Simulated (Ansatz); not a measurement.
CH3ClTe, SMILES `ClC[TeH]`. The species carries charge 0 and has multiplicity 1. Correlated methods include outer-core shells of Te, which these sets cover unevenly. Te: def2 effective core potential.

```xyz
6

Cl   -1.7847   -0.8300    0.8120
C    -0.1650   -0.2205    0.4606
Te   -0.1233    0.5358   -1.5564
H     0.0594    0.5799    1.1590
H     0.5393   -1.0406    0.5617
H     1.4743    0.9754   -1.4368
```

(1) Give the diagnostics of a CCSD(T)/def2-TZVPP run (frozen core, Ansatz 0.2.0). (Estimate.)

Answers

(1) The calculation gave: T1 = 0.0100, largest single amplitude 0.014, largest double 0.036, (T) share of the correlation energy 3.2 %, 9 CCSD cycles. The RHF solution is stable towards an unrestricted one. T1 lies under the customary mark of 0.02 for closed shells.
